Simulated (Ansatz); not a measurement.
Cost and result for the atomization energy of C$_{2}$H$_{5}$ClF$_{2}$Si (`FC[SiH](F)CCl`) (11 atoms, 10 bonds).

Cartesian coordinates in Å:
```
F 0.8658 1.6871 -1.0537
C -0.1899 1.5424 -0.1573
Si -0.7449 -0.2543 -0.1109
F -1.4075 -0.6317 -1.5188
C 0.7323 -1.3690 0.1586
Cl 1.3364 -1.0039 1.8014
H -1.0032 2.2041 -0.4743
H 0.1479 1.8727 0.8305
H -1.7577 -0.4515 0.9521
H 1.5379 -1.1666 -0.5471
H 0.4831 -2.4291 0.1197
```

The species carries charge 0 and has multiplicity 1. The structure was optimised at the PBE0-D4/def2-TZVP level. It is one conformer, not always the lowest. Program: Ansatz. All runs use 4 threads of a server CPU on a shared host. Times are those of one run each, without the atoms' runs, and a repeat can differ threefold. Electronic energies, without spin–orbit coupling; frozen cores. CCSD(T)/CBS adds CCSD(T) − MP2 in def2-TZVPP to the MP2 limit, and its time is that of the two runs behind it. T1 = 0.011. B3LYP takes the VWN-RPA correlation (the form of Gaussian; ORCA's B3LYP/G).

CCSD(T)/CBS is a level of theory with its own doubt, some kJ/mol a heavy atom from the limit and from the frozen cores, so smaller differences don't rank the functionals.

```tsv
level	functions	wall time
revPBE-D4/def2-TZVPP	278	3.2 s
BLYP-D4/def2-TZVPP	278	3.5 s
PBE-D4/def2-TZVPP (with forces)	278	4.1 s
CAM-B3LYP-D4/def2-TZVPP	278	7 s
PBE0-D4/def2-TZVPP	278	7 s
r2SCAN-D4/def2-TZVPP (with forces)	278	7.5 s
B3LYP-D4/def2-TZVPP (with forces)	278	8.5 s
PBE-QIDH/def2-TZVPP	278	11 s
CCSD(T)/def2-SVP	117	11 s
ωB97M-V/def2-TZVPP (with forces)	278	18 s
MP2/def2-QZVPP	518	38 s
CCSD(T)/def2-TZVPP	278	4 min
CCSD(T)/CBS(def2)	–	4.7 min
```

Question: What atomization energy does each give, and how far from CCSD(T)/CBS? (Estimate.)

Answer: Ansatz gave: 
| level | atomization (kcal/mol) | difference from CCSD(T)/CBS | per bond |
| --- | --- | --- | --- |
| revPBE-D4/def2-TZVPP | 959.7 | -8.7 | -0.9 |
| BLYP-D4/def2-TZVPP | 962.0 | -6.4 | -0.6 |
| PBE-D4/def2-TZVPP (with forces) | 985.3 | 16.9 | 1.7 |
| CAM-B3LYP-D4/def2-TZVPP | 969.7 | 1.3 | 0.1 |
| PBE0-D4/def2-TZVPP | 966.8 | -1.6 | -0.2 |
| r2SCAN-D4/def2-TZVPP (with forces) | 969.7 | 1.3 | 0.1 |
| B3LYP-D4/def2-TZVPP (with forces) | 962.6 | -5.8 | -0.6 |
| PBE-QIDH/def2-TZVPP | 960.9 | -7.5 | -0.8 |
| CCSD(T)/def2-SVP | 904.4 | -64.0 | -6.4 |
| ωB97M-V/def2-TZVPP (with forces) | 970.5 | 2.1 | 0.2 |
| MP2/def2-QZVPP | 980.0 | 11.6 | 1.2 |
| CCSD(T)/def2-TZVPP | 941.5 | -26.9 | -2.7 |
| CCSD(T)/CBS(def2) | 968.4 | 0.0 | 0.0 |

The D4 term adds +9.5 kcal/mol with B3LYP and +5.0 kcal/mol with PBE0; it sums over pairs of atoms, weighted by their polarisabilities, and B3LYP, whose exchange is more repulsive, gets the larger term. At CCSD(T), def2-SVP lies −64.1 kcal/mol from the extrapolated value and def2-TZVPP −26.9 kcal/mol: correlation converges slowly with the basis, and small sets miss more of it in the bonded molecule than in its fragments. From BLYP to BHLYP (50 % exact exchange), in def2-TZVPP and without D4, the atomization energy moves by −22.1 kcal/mol: exact exchange takes away binding that semilocal exchange gives to molecules.
